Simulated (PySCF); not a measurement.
System: CH$_{3}$Zn, net charge 0, doublet state. The spin state was set by rule; other spins were not relaxed. SMILES of the parent species: [CH3][Zn]
Geometry from a B3LYP-D3(BJ)/def2-TZVP (Ansatz) optimisation:
```xyz
5

Zn    -0.3526    -0.2204    -0.2831
C      1.0971     0.6858     0.8809
H      1.6225    -0.0947     1.4297
H      0.5981     1.3733     1.5626
H      1.7754     1.2194     0.2163
```
Charge 0, spin multiplicity 2.

Dispersion corrections to the total energy (kcal/mol) from the dftd3 and dftd4 libraries through PySCF: D3(BJ) without and D4 with the three-body term, each with the damping fitted for the functional named.

```
functional  D3(BJ)     D4
----------  ------  -----
HF          -13.93  -6.34
B3LYP        -2.75  -2.62
r2SCAN       -0.37      ?
TPSS         -1.90  -2.17
TPSSh        -1.73      ?
PW6B95           ?  -1.44
BHLYP        -2.22  -1.98
```

**Question.** What belongs in the gaps?

**Answer.** 
- r2SCAN, D4: -0.35
- TPSSh, D4: -1.94
- PW6B95, D3(BJ): -0.77
